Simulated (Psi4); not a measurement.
Job for Psi4: SAPT0/aug-cc-pVDZ on C2H6Se (a complex).

```
memory 2025 MB

molecule dimer {
0 1
C    -0.30346475    0.63998212   -0.06601888
C     0.10920536   -0.61537879    0.03457647
H    -1.34818959    0.88666125   -0.21210950
H     0.38531656    1.47332030   -0.00289293
H     1.15309053   -0.86200671    0.18418310
H    -0.58039115   -1.44876279   -0.02491021
--
0 1
Se    0.36617594    0.44879997    3.44349340
H    -1.00237583   -0.01368903    3.18383706
H     0.12120967    0.49238226    4.89593779
units angstrom
symmetry c1
no_reorient
no_com
}

set {
  basis aug-cc-pVDZ
  scf_type df
  freeze_core true
}

energy('sapt0')
```

Output:

```
[...]
==> Input File <==

--------------------------------------------------------------------------
memory 2025 MB

molecule dimer {
0 1
C    -0.30346475    0.63998212   -0.06601888
C     0.10920536   -0.61537879    0.03457647
H    -1.34818959    0.88666125   -0.21210950
H     0.38531656    1.47332030   -0.00289293
H     1.15309053   -0.86200671    0.18418310
H    -0.58039115   -1.44876279   -0.02491021
--
0 1
Se    0.36617594    0.44879997    3.44349340
H    -1.00237583   -0.01368903    3.18383706
H     0.12120967    0.49238226    4.89593779
units angstrom
symmetry c1
no_reorient
no_com
}

set {
  basis aug-cc-pVDZ
  scf_type df
  freeze_core true
}

energy('sapt0')
--------------------------------------------------------------------------


   => Loading Basis Set <=

    Name: AUG-CC-PVDZ
    Role: ORBITAL
    Keyword: BASIS
    atoms 1-2      entry C          line   182 file aug-cc-pvdz.gbs
    atoms 3-6, 8-9 entry H          line    40 file aug-cc-pvdz.gbs
    atoms 7        entry SE         line  3217 file aug-cc-pvdz.gbs

   => Loading Basis Set <=

    Name: AUG-CC-PVDZ
    Role: ORBITAL
    Keyword: BASIS
    atoms 1-2      entry C          line   182 file aug-cc-pvdz.gbs
    atoms 3-6, 8-9 entry H          line    40 file aug-cc-pvdz.gbs
    atoms 7        entry SE         line  3217 file aug-cc-pvdz.gbs


  //>>>>>>>>>>>>>>>>>>>>>>>>>>>>>>>>>>>//
  //              Dimer HF             //
  //<<<<<<<<<<<<<<<<<<<<<<<<<<<<<<<<<<<//

   => Libint2 <=

    Primary   basis highest AM E, G, H:  7, 6, 3
    Auxiliary basis highest AM E, G, H:  7, 7, 4
    Onebody   basis highest AM E, G, H:  -, -, -
    Solid Harmonics ordering:            Gaussian


   => Loading Basis Set <=

    Name: AUG-CC-PVDZ
    Role: ORBITAL
    Keyword: BASIS
    atoms 1-2      entry C          line   182 file aug-cc-pvdz.gbs
    atoms 3-6, 8-9 entry H          line    40 file aug-cc-pvdz.gbs
    atoms 7        entry SE         line  3217 file aug-cc-pvdz.gbs


         ---------------------------------------------------------
                                   SCF
               by Justin Turney, Rob Parrish, Andy Simmonett
                          and Daniel G. A. Smith
                              RHF Reference
                        1 Threads,   1931 MiB Core
         ---------------------------------------------------------

  ==> Geometry <==

    Molecular point group: c1
    Full point group: C1

    Geometry (in Angstrom), charge = 0, multiplicity = 1:

       Center              X                  Y                   Z               Mass
    ------------   -----------------  -----------------  -----------------  -----------------
         C           -0.303464750000     0.639982120000    -0.066018880000    12.000000000000
         C            0.109205360000    -0.615378790000     0.034576470000    12.000000000000
         H           -1.348189590000     0.886661250000    -0.212109500000     1.007825032230
         H            0.385316560000     1.473320300000    -0.002892930000     1.007825032230
         H            1.153090530000    -0.862006710000     0.184183100000     1.007825032230
         H           -0.580391150000    -1.448762790000    -0.024910210000     1.007825032230
         SE           0.366175940000     0.448799970000     3.443493400000    79.916521800000
         H           -1.002375830000    -0.013689030000     3.183837060000     1.007825032230
         H            0.121209670000     0.492382260000     4.895937790000     1.007825032230

  Running in c1 symmetry.

  Rotational constants: A =      0.75829  B =      0.01663  C =      0.01645 [cm^-1]
  Rotational constants: A =  22732.89882  B =    498.53703  C =    493.08925 [MHz]
  Nuclear repulsion =  141.508955551793719

  Charge       = 0
  Multiplicity = 1
  Electrons    = 52
  Nalpha       = 26
  Nbeta        = 26

  ==> Algorithm <==

  SCF Algorithm Type is DF.
  DIIS enabled.
  MOM disabled.
  Fractional occupation disabled.
  Guess Type is SAD.
  Energy threshold   = 1.00e-08
  Density threshold  = 1.00e-08
  Integral threshold = 1.00e-12

  ==> Primary Basis <==

  Basis Set: AUG-CC-PVDZ
    Blend: AUG-CC-PVDZ
    Number of shells: 62
    Number of basis functions: 136
    Number of Cartesian functions: 143
    Spherical Harmonics?: true
    Max angular momentum: 2

   => Loading Basis Set <=

    Name: (AUG-CC-PVDZ AUX)
    Role: JKFIT
    Keyword: DF_BASIS_SCF
    atoms 1-2      entry C          line   154 file aug-cc-pvdz-jkfit.gbs
    atoms 3-6, 8-9 entry H          line    70 file aug-cc-pvdz-jkfit.gbs
    atoms 7        entry SE         line  1269 file aug-cc-pvdz-jkfit.gbs

  ==> Integral Setup <==

  DFHelper Memory: AOs need 0.082 GiB; user supplied 1.414 GiB.
  SCF_SUBTYPE=INCORE selected. In-core MEM_DF algorithm will be used.
  Using in-core AOs.

  ==> MemDFJK: Density-Fitted J/K Matrices <==

    J tasked:                   Yes
    K tasked:                   Yes
    wK tasked:                   No
    OpenMP threads: 
[...]
8.139394
     136A     18.910496

    Final Occupation by Irrep:
              A
    DOCC [    18 ]
    NA   [    18 ]
    NB   [    18 ]

  @DF-RHF Final Energy: -2400.34739093106236

   => Energetics <=

    Nuclear Repulsion Energy =             24.7187599881771725
    One-Electron Energy =               -3392.8259479637008553
    Two-Electron Energy =                 967.7597970444611519
    Total Energy =                      -2400.3473909310623640

Computation Completed


Properties will be evaluated at   0.000000,   0.000000,   0.000000 [a0]

Properties computed using the SCF density matrix


 Multipole Moments:

 ------------------------------------------------------------------------------------
     Multipole            Electronic (a.u.)      Nuclear  (a.u.)        Total (a.u.)
 ------------------------------------------------------------------------------------

 L = 1.  Multiply by 2.5417464519 to convert [e a0] to [Debye]
 Dipole X            :        -22.1227698           21.8618935           -0.2608763
 Dipole Y            :        -29.8082116           29.7403061           -0.0679056
 Dipole Z            :       -236.3246923          236.5153826            0.1906903
 Magnitude           :                                                    0.3301975

 ------------------------------------------------------------------------------------

  Constructing Basis Sets for SAPT...

   => Loading Basis Set <=

    Name: (AUG-CC-PVDZ AUX)
    Role: RIFIT
    Keyword: DF_BASIS_SAPT
    atoms 1-2      entry C          line   112 file aug-cc-pvdz-ri.gbs
    atoms 3-6, 8-9 entry H          line    30 file aug-cc-pvdz-ri.gbs
    atoms 7        entry SE         line   900 file aug-cc-pvdz-ri.gbs

   => Loading Basis Set <=

    Name: (AUG-CC-PVDZ AUX)
    Role: JKFIT
    Keyword: DF_BASIS_ELST
    atoms 1-2      entry C          line   154 file aug-cc-pvdz-jkfit.gbs
    atoms 3-6, 8-9 entry H          line    70 file aug-cc-pvdz-jkfit.gbs
    atoms 7        entry SE         line  1269 file aug-cc-pvdz-jkfit.gbs


  //>>>>>>>>>>>>>>>>>>>>>>>>>>>>>>>>>>>//
  //               SAPT0               //
  //<<<<<<<<<<<<<<<<<<<<<<<<<<<<<<<<<<<//



        SAPT0
    Ed Hohenstein
     6 June 2009

      Orbital Information
  --------------------------
    NSO        =       136
    NMO        =       136
    NRI        =       412
    NRI (Elst) =       558
    NOCC A     =         8
    NOCC B     =        18
    FOCC A     =         2
    FOCC B     =         9
    NVIR A     =       128
    NVIR B     =       118

    Elst10,r            =    -0.004337375683 [Eh]
    Exch10              =     0.006548428216 [Eh]
    Exch10 (S^2)        =     0.006510187906 [Eh]

    Maxiter = 50
    CPHF R converge = 1.000000E-08

    Iter     Energy [mEh]          dE [mEh]         Residual      Time [s]
       1      -5.69942263       5.699422629     9.025810e-03             0
       2      -6.92956584       1.230143209     1.647058e-03             0
       3      -6.88623069      -0.043335149     4.810002e-04             0
       4      -6.88109275      -0.005137940     1.177483e-04             0
       5      -6.88351533       0.002422581     2.808719e-05             0
       6      -6.88381061       0.000295281     5.292174e-06             0
       7      -6.88368075      -0.000129856     1.692969e-06             1
       8      -6.88369128       0.000010528     6.387735e-07             1
       9      -6.88370193       0.000010644     1.490232e-07             1
      10      -6.88369966      -0.000002263     2.882820e-08             1
      11      -6.88369994       0.000000273     4.524396e-09             1

    CHF Iterations converged

    Maxiter = 50
    CPHF R converge = 1.000000E-08

    Iter     Energy [mEh]          dE [mEh]         Residual      Time [s]
       1      -0.44456010       0.444560103     2.890701e-03             0
       2      -0.49524138       0.050681275     7.576920e-04             0
       3      -0.51044640       0.015205025     1.157171e-04             0
       4      -0.50919258      -0.001253819     3.455827e-05             0
       5      -0.50911661      -0.000075973     7.844622e-06             0
       6      -0.50918264       0.000066032     1.394808e-06             0
       7      -0.50917547      -0.000007171     2.931987e-07             0
       8      -0.50917603       0.000000556     7.117817e-08             0
       9      -0.50917611       0.000000084     1.737087e-08             0
      10      -0.50917606      -0.000000048     5.492820e-09             0

    CHF Iterations converged

    Ind20,r (A<-B)      =    -0.006883699937 [Eh]
    Ind20,r (B<-A)      =    -0.000509176063 [Eh]
    Ind20,r             =    -0.007392876000 [Eh]
    Exch-Ind20,r (A<-B) =     0.006555236473 [Eh]
    Exch-Ind20,r (B<-A) =     0.000402023620 [Eh]
    Exch-Ind20,r        =     0.006957260094 [Eh]
    Disp20              =    -0.004800143803 [Eh]
    Disp20 (SS)         =    -0.002400071902 [Eh]
    Disp20 (OS)         =    -0.002400071902 [Eh]
    Exch-Disp20         =     0.000683561372 [Eh]
    Exch-Disp20 (SS)    =     0.000424944915 [Eh]
    Exch-Disp20 (OS)    =     0.000258616456 [Eh]

    SAPT Results
  --------------------------------------------------------------------------------------------------------
    Electrostatics                 -4.33737568 [mEh]      -2.72174433 [kcal/mol]     -11.38777829 [kJ/mol]
      Elst10,r                     -4.33737568 [mEh]      -2.72174433 [kcal/mol]     -11.38777829 [kJ/mol]

    Exchange                        6.54842822 [mEh]       4.10920074 [kcal/mol]      17.19289591 [kJ/mol]
      Exch10                        6.54842822 [mEh]       4.10920074 [kcal/mol]      17.19289591 [kJ/mol]
      Exch10(S^2)                   6.51018791 [mEh]       4.08520459 [kcal/mol]      17.09249599 [kJ/mol]

    Induction                      -1.00172123 [mEh]      -0.62858956 [kcal/mol]      -2.63001872 [kJ/mol]
      Ind20,r                      -7.39287600 [mEh]      -4.63909973 [kcal/mol]     -19.40999326 [kJ/mol]
      Exch-Ind20,r                  6.95726009 [mEh]       4.36574662 [kcal/mol]      18.26628386 [kJ/mol]
      delta HF,r (2)               -0.56610532 [mEh]      -0.35523645 [kcal/mol]      -1.48630931 [kJ/mol]

    Dispersion                     -4.11658243 [mEh]      -2.58319448 [kcal/mol]     -10.80808569 [kJ/mol]
      Disp20                       -4.80014380 [mEh]      -3.01213571 [kcal/mol]     -12.60277582 [kJ/mol]
      Exch-Disp20                   0.68356137 [mEh]       0.42894124 [kcal/mol]       1.79469013 [kJ/mol]
      Disp20 (SS)                  -2.40007190 [mEh]      -1.50606786 [kcal/mol]      -6.30138791 [kJ/mol]
      Disp20 (OS)                  -2.40007190 [mEh]      -1.50606786 [kcal/mol]      -6.30138791 [kJ/mol]
      Exch-Disp20 (SS)              0.42494492 [mEh]       0.26665696 [kcal/mol]       1.11569272 [kJ/mol]
      Exch-Disp20 (OS)              0.25861646 [mEh]       0.16228428 [kcal/mol]       0.67899741 [kJ/mol]

  Total HF                          1.20933131 [mEh]       0.75886685 [kcal/mol]       3.17509891 [kJ/mol]
  Total SAPT0                      -2.90725112 [mEh]      -1.82432762 [kcal/mol]      -7.63298677 [kJ/mol]

  Special recipe for scaled SAPT0 (see Manual):
    Electrostatics sSAPT0          -4.33737568 [mEh]      -2.72174433 [kcal/mol]     -11.38777829 [kJ/mol]
    Exchange sSAPT0                 6.54842822 [mEh]       4.10920074 [kcal/mol]      17.19289591 [kJ/mol]
    Induction sSAPT0               -0.87840055 [mEh]      -0.55120467 [kcal/mol]      -2.30624033 [kJ/mol]
    Dispersion sSAPT0              -4.10446599 [mEh]      -2.57559129 [kcal/mol]     -10.77627397 [kJ/mol]
  Total sSAPT0                     -2.77181401 [mEh]      -1.73933955 [kcal/mol]      -7.27739667 [kJ/mol]
  --------------------------------------------------------------------------------------------------------



*** Psi4 exiting successfully. Buy a developer a beer!
```

The run finished.

Cost: very roughly 21 core-seconds.
